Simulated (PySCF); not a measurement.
## NMR parameters from quadrupole coupling constants

C₂H₈AlAs.
SMILES with atom numbers: `[CH2:1]=[CH:2][AlH2-:3][AsH3+:4]` (hydrogens: H5, H6 on C1; H7 on C2; H8, H9 on Al3; H10, H11, H12 on As4)

Cartesian coordinates in Å at the PBE0-D3(BJ)/def2-SVP level; atoms count from 1:
```xyz
12
C2H8AlAs angstrom
C      1.9399   -0.8428   -0.4548
C      1.3398   -0.2933    0.6137
Al     0.2606    1.3517    0.4840
As    -1.9544   -0.0177    0.0533
H      2.5413   -1.7605   -0.3993
H      1.8677   -0.3919   -1.4540
H      1.4818   -0.8217    1.5693
H      0.3004    2.1224   -0.9196
H     -0.1882    2.1175    1.8149
H     -1.9236   -0.9163   -1.1607
H     -3.3500    0.5347   -0.1484
H     -2.3140   -1.0828    1.0638
```

Computed at PBE0/pcSseg-1 (PySCF, non-relativistic):

| atom | environment | nucleus | spin I | Q (b) | CQ = χzz (MHz) | η |
| --- | --- | --- | --- | --- | --- | --- |
| Al3 | aluminium bonded to As, C and 2 H | 27Al | 5/2 | 0.1466 | 36.068 | 0.054 |
| As4 | arsenic bonded to Al and 3 H | 75As | 3/2 | 0.314 | -159.08 | 0.035 |

Question: Work back to Vxx, Vyy and Vzz; CQ/MHz = 234.96 (Q/b)(Vzz/au).

Answer: The tensor is traceless, so η fixes the two smaller values:

```
atom  Vxx (au)  Vyy (au)  Vzz (au)  Vzz (10²¹ V/m²)
 Al3    -0.495    -0.552     1.047            10.17
 As4     1.040     1.116    -2.156           -20.95
```

Question: PQ = |CQ|√(1 + η²/3), νQ = 3|CQ|/[2I(2I − 1)], ν0 = |g|·7.62259 MHz/T·B with g(27Al) = 1.45660, g(75As) = 0.95965: values at 9.4 T?

Answer: 
| atom | PQ (MHz) | νQ (MHz) | ν0 (MHz) | νQ/ν0 |
| --- | --- | --- | --- | --- |
| Al3 | 36.09 | 5.410 | 104.37 | 0.052 |
| As4 | 159.1 | 79.54 | 68.76 | 1.157 |

For Al3: PQ = 36.07 × 1.0005, νQ = 36.07 × 0.1500, ν0 = 11.1031 MHz/T × 9.4 T.

For As4 νQ isn't small against ν0, so the high-field expansions of solid-state NMR fail there at this field.

Question: For half-integer spins with νQ below a tenth of ν0, find the second-order shift of the centre of gravity of the central transition at 9.4 and 14.1 T.

Answer: δ = −(3/40)(PQ/ν0)² [I(I + 1) − 3/4]/[I²(2I − 1)²], in ppm:

```
       site  9.4 T  14.1 T
27Al at Al3   -717    -319
```

Question: Quadrupolar 1/T1 and linewidth for τc = 15 ps (extreme narrowing, isotropic tumbling)?

Answer: 1/T1 = 1/T2 = (3π²/10)(2I + 3)/[I²(2I − 1)] × PQ² × τc; the width is 1/(πT2).

```csv
site,spin factor (2I + 3)/[I²(2I − 1)],1/T1 (s⁻¹),T1 (ms),linewidth (Hz)
27Al at Al3,0.320,18500,0.054,5890
75As at As4,1.333,1.5e+06,0.000667,477000
```

The couplings are those of the rigid, isolated species; surroundings and motion change them. The calculation is non-relativistic, for arsenic too. These gradients aren't converged with respect to the basis.

One conformer stands for the species.
